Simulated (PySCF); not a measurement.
Au(Cl)(CO) cation (CAuClO), SMILES [O+]#[C-]->[Au][Cl] (connectivity only; charge and spin as stated), charge +1, multiplicity 2.

Geometry optimised at B3LYP-D3(BJ)/def2-SVP. The multiplicity is an assumed one; other spin states were not compared. The isomer is the one that the SMILES or the coordinates give; other isomers of the formula were not compared. The def2 effective core potentials stand for the cores of Au; spin–orbit coupling is left out.

Calculation: TDA-PBE/def2-SVPD (PySCF).

Vertical excitations. Isolated molecule, no solvent.

Problem. List the lowest excited states. (Estimate from the structure and the level; the computed values follow.)

Solution. 
| state | energy (eV) | λ (nm) | f | main pairs |
|---|---|---|---|---|
| root 1 | 0.10 | 12902 | 0.000 | β HOMO→LUMO 100 % |
| root 2 | 0.45 | 2761 | 0.002 | β HOMO−1→LUMO 95 % |
| root 3 | 1.07 | 1160 | 0.000 | β HOMO−2→LUMO 100 % |
| root 4 | 1.08 | 1148 | 0.000 | β HOMO−3→LUMO 99 % |
| root 5 | 2.18 | 568 | 0.000 | β HOMO−5→LUMO 100 % |
| root 6 | 2.26 | 548 | 0.008 | β HOMO−6→LUMO 54 %, β HOMO−4→LUMO 45 % |
| root 7 | 3.15 | 394 | 0.112 | β HOMO−4→LUMO 45 %, β HOMO−6→LUMO 43 % |
| root 8 | 4.67 | 265 | 0.000 | β HOMO−7→LUMO 100 % |
| root 9 | 4.72 | 262 | 0.000 | β HOMO−8→LUMO 98 % |
| root 10 | 5.00 | 248 | 0.000 | β HOMO→LUMO+1 98 % |
Unrestricted roots are not spin-pure.
